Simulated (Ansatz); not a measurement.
Input and output for H$_{4}$O$_{3}$SeSi (`O[Si](O)(O)[SeH]`).

```yaml
crystal:
  periodic: [false, false, false]
  atoms:
    - {symbol: O, position_ang: [-0.635250, 0.736390, -1.154628]}
    - {symbol: Si, position_ang: [0.222051, -0.084962, -0.028481]}
    - {symbol: O, position_ang: [1.838467, -0.069388, -0.218566]}
    - {symbol: O, position_ang: [-0.276096, -1.632444, -0.160413]}
    - {symbol: Se, position_ang: [-0.024367, 0.890650, 2.004064]}
    - {symbol: H, position_ang: [-0.597302, 1.693349, -1.106667]}
    - {symbol: H, position_ang: [2.216925, -0.785621, -0.732626]}
    - {symbol: H, position_ang: [-1.173388, -1.772604, -0.467233]}
    - {symbol: H, position_ang: [-1.482539, 0.978329, 1.847350]}
basis:
  gaussian: {orbitals: def2-SVP, fitting: {mean_field: def2-universal-jkfit}}
total_charge: -1
magnetization: {spin_polarized: true, initial_magnetization: 1}
hamiltonian: {xc: {name: wB97X}}
output: {forces: true}
```

```sh
$ ansatz run in.yaml --threads 4 --pin off --events-out ev --progress --plain --max-ram 10444MiB
```

Shortened log:

```
Functional definition: wB97X
697 factors; integrals over basis functions are off by at most 3.1e-1 eV
697 factors; integrals over basis functions are off by at most 3.4e-7 eV
mean field evaluation 1: about -79414.8091 eV, gradient 3.3e1 eV
mean field evaluation 2: about -79415.3321 eV, gradient 3.3e1 eV
mean field evaluation 4: about -79419.0159 eV, gradient 9.4e-1 eV
mean field evaluation 8: about -79419.0653 eV, gradient 3.2e-1 eV
mean field evaluation 16: about -79419.1534 eV, gradient 7.1e-3 eV
mean field -79419.15341591 eV, -2918.6000557991 hartree, gradient 1.9e-5 eV, S^2 0.752075; 4 other end points of the search recorded, 0 dependent functions left out
reference -79419.15339961 eV, -2918.6000551999 hartree; 39, 38 occupied and 73, 74 virtual orbitals, 697 factors
Total energy: -79419.15339961 eV, -2918.6000551999 hartree
Atom 0 at    -0.635250     0.736390    -1.154628 Å, force    -0.439013     0.118342    -1.414217 eV/Å
Atom 1 at     0.222051    -0.084962    -0.028481 Å, force    -0.339449     1.647413     3.300704 eV/Å
Atom 2 at     1.838467    -0.069388    -0.218566 Å, force     1.388577     0.020223    -0.613769 eV/Å
Atom 3 at    -0.276096    -1.632444    -0.160413 Å, force    -0.027985    -1.377217    -0.432898 eV/Å
Atom 4 at    -0.024367     0.890650     2.004064 Å, force     4.999432    -0.739505    -0.419172 eV/Å
Atom 5 at    -0.597302     1.693349    -1.106667 Å, force    -0.058155     0.116387     0.352294 eV/Å
Atom 6 at     2.216925    -0.785621    -0.732626 Å, force     0.059529    -0.307940    -0.272865 eV/Å
Atom 7 at    -1.173388    -1.772604    -0.467233 Å, force    -0.273774     0.174736     0.060930 eV/Å
Atom 8 at    -1.482539     0.978329     1.847350 Å, force    -5.309163     0.347561    -0.561007 eV/Å
Dipole moment:     0.344209    -0.307005    -0.847918 e Å
```

Hardware: 4 threads of an Arm Neoverse V1 on a shared host. Wall time 13 s, peak host memory 0.65 GiB.
